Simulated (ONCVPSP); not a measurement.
## Before and after: ONCV potential for F

F, optimised norm-conserving Vanderbilt (ONCV), made with ONCVPSP 4.0.1 (PBE, non-relativistic). Core none, reference 1s2 2s2 2p5. Waves: 1s+2s: rc 0.40 bohr, ncon 3, nbas 6, qcut 25.8 1/bohr, 2 projectors; 2p: rc 1.05 bohr, ncon 3, nbas 6, qcut 16.3 1/bohr, 2 projectors, debl 3.7 Ha; d scattering state at 0.37 Ha: rc 0.95 bohr, ncon 4, nbas 9, qcut 10.7 1/bohr, 2 projectors, debl 0.9 Ha. Local part: polynomial inside 0.30 bohr (lpopt 1, dvloc0 0 Ha). Core correction: none.

All-electron outer shells of the reference configuration (PBE, non-relativistic, ld1.x):

```tsv
shell	level (eV)	outermost node (bohr)	outermost maximum (bohr)
1s	-662.64	–	0.11
2s	-29.82	0.24	0.76
2p	-11.12	–	0.71
```

Change: all radii scaled by about 0.88 (s 0.36, p 0.92, d 0.84 bohr); local potential polynomial inside 0.26 bohr (lpopt 1, dvloc0 0 Ha).

Cutoffs: the cutoffs (Ha) at which the residual kinetic energy of the hardest occupied pseudo-wave falls to 1 and 0.1 mHa per electron; they do not see the model core or the augmentation charge, which bear on the density cutoff. Errors are all-electron minus pseudo energies relative to the spin-unpolarised reference configuration.

What does the change do?

Of the 4 tests that both files solve, the error grows in 0 and shrinks in 3 by more than 15 % and 0.3 meV (median size 23.1 → 11.9 meV); neither file shows a bound ghost. Less of the atom is replaced, so other configurations are described better.

```tsv
quantity	base	changed
cutoffs, loose and tight	313 Ha, 658 Ha	not determined
bound ghosts	none	none
GHOST(+) flags under 300 eV	none	d at 255.9 eV
error for 1s2 2s2 2p4, meV [ΔE 19.40 eV]	+4.8	+2.4
error for 1s2 2s2 2p3, meV [ΔE 57.80 eV]	+41	+21
error for 1s2 2s2 2p2, meV [ΔE 118.44 eV]	+170	+89
error for 1s2 2s1 2p5, meV [ΔE 38.41 eV]	-2.3	+2.6
```
